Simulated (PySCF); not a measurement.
A calculated (UHF, PySCF 2.14, def2-SVP, the non-relativistic Hamiltonian (point nucleus)) atom or ion has these occupied shells.

```csv
shell,electrons,orbital energy (eV),"rms radius, mean of both spins (bohr)"
1s,2,-4550.9,0.0852
2s,2,-555.56,0.373
2p,6,-462.92,0.340
3s,2,-102.28,1.15
3p,6,-74.700,1.25
```

Task: Name the element and its charge.

Result: Sc³⁺ (scandium, charge +3), in [Ar], closed-shell 1S.
